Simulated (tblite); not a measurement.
Compound: C4H9NOS.
Z-matrix (Å and degrees, GFN2-xTB geometry), rows numbered from 1:
```
C 
N   1  1.4448
C   2  1.4434  1  115.98
C   2  1.3374  1  122.33  3  -178.54
S   4  1.6518  2  123.50  1  -179.67
C   4  1.5120  2  117.79  1    -0.51
O   6  1.3885  4  113.63  2   175.37
H   1  1.0936  2  111.21  3   109.82
H   1  1.0912  2  111.10  3  -129.25
H   1  1.0876  2  108.79  3    -9.80
H   3  1.0920  2  110.27  1    66.40
H   3  1.0881  2  109.16  1  -173.91
H   3  1.0910  2  109.93  1   -54.13
H   6  1.1045  4  108.22  2   -63.02
H   6  1.1001  4  109.27  2    53.94
H   7  0.9785  6  107.05  4     7.32
```

Method: GFN2-xTB as coded in tblite; computed harmonic values from a numerical Hessian at the method's own geometry, unscaled. Errors from tens to a few hundred cm⁻¹ against measured bands are possible. One conformer, not necessarily the lowest.

Harmonic wavenumbers (cm⁻¹): 59.3, 91.0, 113.3, 126.4, 232.9, 246.6, 299.9, 332.5, 388.1, 438.3, 449.9, 526.1, 693.0, 932.7, 943.5, 1044.8, 1083.0, 1102.8, 1106.1, 1152.8, 1159.0, 1213.0, 1234.8, 1278.4, 1338.4, 1391.6, 1413.1, 1449.7, 1456.0, 1460.5, 1472.3, 1480.3, 1502.5, 2810.6, 2879.5, 2955.5, 2973.6, 2991.5, 2993.4, 3032.1, 3043.9, 3223.9.

A = 3004, B = 1809, C = 1154 MHz; mass 119.040 u (most abundant isotopes); point group C1, symmetry number 1.

Task: Zero-point energy?

Result: ½Σν̃ = 28058 cm⁻¹ = 335.65 kJ/mol.

Task: Give the ideal-gas entropy at 298.15 K and 1 bar in the rigid-rotor, harmonic-oscillator model (classical rotation).

Result: Translation 168.46, rotation 118.53, vibration 104.62: S = 391.6 J/(mol K).

Task: And Cp and H(298.15 K) − H(0)?

Result: Cp = 137.21 J/(mol K), of which vibrations give 103.96 (their classical limit is 42 R = 349.2); H(298.15 K) − H(0) = 26.42 kJ/mol without the zero-point energy, 16.51 from vibrations.

Task: How do the functions run with temperature in this model?

Result: 
```csv
T (K),S (J/(mol K)),Cp (J/(mol K)),H − H(0) (kJ/mol),G − H(0) (kJ/mol),ln q(vib)
100,280.6,74.2,5.19,-22.87,1.36
200,343.1,108.0,14.40,-54.22,3.68
300,392.5,137.8,26.68,-91.06,5.97
500,477.0,196.5,60.27,-178.22,10.28
800,583.9,258.1,129.21,-337.87,16.33
1000,644.5,285.4,183.70,-460.84,20.07
```

q(vib) and H(0) count from the zero-point level.

Task: Blend soft modes into free rotors: weight 1/[1 + (100 cm⁻¹/ν̃)⁴] for the oscillator and the rest for a rotor with moment μB/(μ + B), μ = h/(8π²ν), B = 10⁻⁴⁴ kg m². What vibrational entropy results?

Result: 97.68 J/(mol K) in place of 104.62, which changes −T·S at 298.15 K by +2.07 kJ/mol.

Task: What must be added to the electronic energy to get the Gibbs energy at 298.15 K and 1 bar?

Result: ZPE + [H(298.15 K) − H(0)] − T·S = 335.65 + 26.42 − 116.76 = 245.31 kJ/mol.

Hindered rotation and anharmonicity are outside this model. Other conformers, if any are populated, would add a mixing term that is left out.
